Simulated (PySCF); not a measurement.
CH5N3OSi.

```xyz
11

N      2.5368     0.6554     1.4430
C      1.7832     0.2490     0.6561
O      0.9759    -0.1946    -0.2253
Si    -0.7463    -0.2983    -0.0157
N     -1.5720     1.1833     0.0201
N     -1.1354    -1.1522    -1.4328
H     -0.8936    -0.9085     1.3300
H     -1.7407     1.6762     0.8886
H     -1.6308     1.7883    -0.7908
H     -2.0949    -1.2849    -1.7248
H     -0.5035    -1.8366    -1.8297
```
Charge 0, spin multiplicity 1.

Geometry: PBE0-D3(BJ)/def2-SVP. This is a generated structure with no PubChem entry under its InChIKey; it may be hypothetical. Other conformers were not sampled.

These are PySCF with PBE/pcSseg-1 values and carry that method's errors. Non-relativistic, no solvent.

Q: Give the absolute GIAO shielding of each atom: isotropic value and principal components (ppm). (Estimate from the structure and the level; the computed values follow.)

A: 
| atom | σ(iso) | σ11 | σ22 | σ33 | span |
|---|---|---|---|---|---|
| N1 | 83.1 | -59.6 | -25.4 | 334.2 | 393.7 |
| C2 | 69.6 | -40.6 | -37.2 | 286.7 | 327.2 |
| O3 | 236.2 | 191.9 | 210.2 | 306.4 | 114.5 |
| Si4 | 367.7 | 334.3 | 355.2 | 413.6 | 79.3 |
| N5 | 221.0 | 200.0 | 201.1 | 262.0 | 61.9 |
| N6 | 240.2 | 201.1 | 255.7 | 264.0 | 62.9 |
| H7 | 26.1 | 23.2 | 23.7 | 31.3 | 8.1 |
| H8 | 29.7 | 23.8 | 25.4 | 39.8 | 16.0 |
| H9 | 29.9 | 23.9 | 25.6 | 40.2 | 16.3 |
| H10 | 30.7 | 23.6 | 26.5 | 41.8 | 18.2 |
| H11 | 30.6 | 23.2 | 27.3 | 41.2 | 18.1 |
